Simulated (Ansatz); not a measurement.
Z-matrix (Å, degrees):
```
C
C 1 1.507
H 1 1.093 2 111.2
H 1 1.093 2 111.1 3 -120.2
H 1 1.089 2 108.1 3 119.9
O 2 1.215 1 119.3 3 -120.0
C 2 1.476 1 123.1 3 60.0
C 7 1.342 2 132.8 1 -0.1
H 7 1.087 2 110.0 1 180.0
C 8 1.493 7 127.9 2 0.0
C 8 1.497 7 118.9 2 -179.9
H 10 1.095 8 109.5 7 122.5
H 10 1.095 8 109.5 7 -121.6
H 10 1.084 8 114.8 7 0.4
H 11 1.089 8 112.1 7 0.0
H 11 1.095 8 110.5 7 -121.2
H 11 1.095 8 110.5 7 121.3
```

The species carries charge 0 and has multiplicity 1.

Q: List the B3LYP/def2-TZVPP orbital energies in eV (the Gaussian-basis code of Ansatz). (An estimate is asked.)

A: The calculation gave: Occupied: -519.85, -279.06, -277.84, -277.11, -277.02, -276.85, -276.84, -28.21, -22.77, -20.48, -19.56, -19.16, -15.97, -14.19, -12.99, -12.86, -12.52, -12.03, -11.51, -11.31, -11.01, -10.62, -10.31, -9.95, -9.67, -7.31, -6.83. Lowest empty: -1.49, 0.57, 1.34, 1.42, 2.01, 2.26, 2.56, 2.68.

B3LYP here is the variant with VWN-RPA as its local correlation; programs differ in this.
